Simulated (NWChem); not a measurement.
# trimethylsulfonium (C$_{3}$H$_{9}$S cation); SMILES C[S+](C)C

```xyz
13

C      0.4477    -1.5817     0.2912
S      0.0000     0.0000    -0.4987
C      1.1460     1.1785     0.2912
C     -1.5936     0.4032     0.2912
H      0.4216    -1.4890     1.3794
H      1.4495    -1.8470    -0.0554
H     -0.2666    -2.3326    -0.0552
H      1.0787     1.1096     1.3794
H      0.8748     2.1788    -0.0554
H      2.1534     0.9354    -0.0552
H     -1.5003     0.3794     1.3794
H     -1.8868     1.3972    -0.0552
H     -2.3242    -0.3318    -0.0554
```
Atoms are numbered in this order, from 1.

Structure relaxed at the B3LYP/6-31G* (spherical d) level.

Problem. Give the principal values of the shielding tensors (ppm) of C1, S2 from PBE/def2-TZVP, GIAO (NWChem), with their diamagnetic and paramagnetic parts as GIAO splits them.

Solution. 
```csv
atom,σ11,σ22,σ33,isotropic,diamagnetic,paramagnetic
C1,132.1,132.9,184.2,149.7,250.6,-100.9
S2,263.3,412.0,412.1,362.5,1050.8,-688.4
```
